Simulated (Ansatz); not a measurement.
Harmonic frequencies (cm⁻¹) at PBE0-D4/def2-TZVP from Ansatz: 119, 130, 131, 153, 153, 179, 184, 184, 397, 580, 624, 624, 715, 760, 760, 842, 846, 846, 1261, 1261, 1270, 1441, 1448, 1448, 1453, 1453, 1464, 3060, 3060, 3062, 3149, 3149, 3151, 3162, 3163, 3163.

Which molecule is it?
A. `[CH3][Ge]([CH3])([CH3])[Cl]`
B. `[CH3][GeH]([Cl])[I]`
C. `[CH3][GeH]([F])[Br]`
D. `CC(=O)[O][GeH3]`

A.
